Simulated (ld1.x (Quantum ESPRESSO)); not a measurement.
# Building the TM potential for V (LDA (PZ), scalar-relativistic).

The input file (ld1.x (Quantum ESPRESSO) 7.5):

```
&input
   title='V', zed=23., rel=1, dft='PZ', iswitch=3,
   config='[Ar] 3d3 4s2 4p0',
   nld=3, rlderiv=2.75, eminld=-5.0, emaxld=5.0, deld=0.02
 /
 &inputp
   pseudotype=2, tm=.true., lloc=0,
   nlcc=.true., rcore=1.30,
   file_pseudopw='V.UPF', file_wfcaegen='ae.wfc', file_wfcncgen='nc.wfc', file_beta='beta', file_chi='chi'
 /
3
3P  2  1   6.00   0.00  1.25  1.25  0.0
3D  3  2   3.00   0.00  1.40  1.40  0.0
4S  1  0   2.00   0.00  2.55  2.55  0.0
 &test
   configts(1)='3p6 3d3 4s2 4p0'
 /
```

Command:

```bash
ld1.x < V.in > V.out
```

Output (shortened: banner, matrices, multipoles, cross overlaps and the repeated all-electron block are left out):

```
Program LD1 v.7.5
     --------------------------- All-electron run ----------------------------

     V
     scalar relativistic calculation

     atomic number is 23.00
     dft =PZ   lsd =0 sic =0 latt =0  beta=0.20 tr2=1.0E-14
     Exchange-correlation= PZ
                           (   1   1   0   0   0   0   0)
     mesh =1181 r(mesh) = 100.93793 a.u. xmin = -7.00 dx = 0.01250
     1 Ry =  13.60569312 eV, c = 137.03599908

     n l     nl                  e(Ry)          e(Ha)          e(eV)
     1 0     1S 1( 2.00)      -393.3037      -196.6518     -5351.1689
     2 0     2S 1( 2.00)       -44.1790       -22.0895      -601.0860
     2 1     2P 1( 6.00)       -36.9577       -18.4788      -502.8345
     3 0     3S 1( 2.00)        -5.1322        -2.5661       -69.8273
     3 1     3P 1( 6.00)        -3.2306        -1.6153       -43.9546
     3 2     3D 1( 3.00)        -0.3954        -0.1977        -5.3801
     4 0     4S 1( 2.00)        -0.3567        -0.1783        -4.8529
     4 1     4P 1( 0.00)        -0.1125        -0.0562        -1.5301

     final scf error:  4.8E-16 reached in  27 iterations

     Etot =   -1894.116398 Ry,    -947.058199 Ha,  -25770.766454 eV

     Ekin =    1910.647897 Ry,     955.323949 Ha,   25995.688953 eV
     Encl =   -4512.265327 Ry,   -2256.132663 Ha,  -61392.497328 eV
     Eh   =     793.743503 Ry,     396.871751 Ha,   10799.430514 eV
     Exc  =     -86.242471 Ry,     -43.121235 Ha,   -1173.388593 eV

     normalization and overlap integrals

     s(1S/1S) =  1.000000  <r> =   0.0666  <r2> =    0.0060  r(max) =   0.0435
     s(2S/2S) =  1.000000  <r> =   0.3091  <r2> =    0.1129  r(max) =   0.2565
     s(2P/2P) =  1.000000  <r> =   0.2745  <r2> =    0.0929  r(max) =   0.2074
     s(3S/3S) =  1.000000  <r> =   0.9504  <r2> =    1.0435  r(max) =   0.8204
     s(3P/3P) =  1.000000  <r> =   1.0180  <r2> =    1.2241  r(max) =   0.8411
     s(3D/3D) =  1.000000  <r> =   1.4464  <r2> =    2.8383  r(max) =   0.8843
     s(4S/4S) =  1.000000  <r> =   3.3220  <r2> =   12.7668  r(max) =   2.7237
     s(4P/4P) =  1.000000  <r> =   4.6184  <r2> =   25.2147  r(max) =   3.6310

     ------------------------ End of All-electron run ------------------------

     --------------------- Generating NC pseudopotential ---------------------

      Generating local pot.: lloc=0, matching radius rcloc =   2.5500

      Computing core charge for nlcc:

       r > 1.30 : true rho core
       r < 1.30 : rho core = a sin(br)/r    a=   1.67  b=   2.02

      Integrated core pseudo-charge :   1.44

      Wfc   3P  rcut= 1.239  Using Troullier-Martins method

      Wfc   3D  rcut= 1.404  Using Troullier-Martins method

     ------------------- End of pseudopotential generation -------------------

     Computing logarithmic derivative in   2.74087
     Computing logarithmic derivative in   2.74087
     Computing the partial wave expansion
       no projector for channel:   0
     R is outside the sphere for l=    1 j= 0.00
     R is outside the sphere for l=    2 j= 0.00

     ---------------------- Testing the pseudopotential ----------------------

     V
     scalar relativistic calculation

     atomic number is 23.00   valence charge is 11.00
     dft =PZ   lsd =0 sic =0 latt =0  beta=0.20 tr2=1.0E-14
     mesh =1181 r(mesh) = 100.93793 xmin = -7.00 dx = 0.01250

     n l     nl             e AE (Ry)        e PS (Ry)    De AE-PS (Ry)
     2 1     3P   1( 6.00)       -3.23060       -3.23063        0.00003
     3 2     3D   1( 3.00)       -0.39543       -0.39543       -0.00000
     1 0     4S   1( 2.00)       -0.35668       -0.35668        0.00000
     3 1     4P   1( 0.00)       -0.11246       -0.07640       -0.03606  !

     eps = 4.6E-15  iter = 12

     Etot =   -1894.116398 Ry,    -947.058199 Ha,  -25770.766454 eV
     Etotps =   -97.123100 Ry,     -48.561550 Ha,   -1321.427095 eV

     Ekin =      57.149115 Ry,      28.574558 Ha,     777.553321 eV
     Encl =    -129.037862 Ry,     -64.518931 Ha,   -1755.649558 eV
     Ehrt =      77.802061 Ry,      38.901031 Ha,    1058.550970 eV
     Ecxc =     -14.901369 Ry,      -7.450685 Ha,    -202.743457 eV
     (Ecc =      -1.138132 Ry,      -0.569066 Ha,     -15.485074 eV)
     Epseu=     -88.135045 Ry,     -44.067522 Ha,   -1199.138371 eV

     ---------------------- End of pseudopotential test ----------------------
```

Generation and configuration tests took about 2.4 s on one core of a shared server CPU.
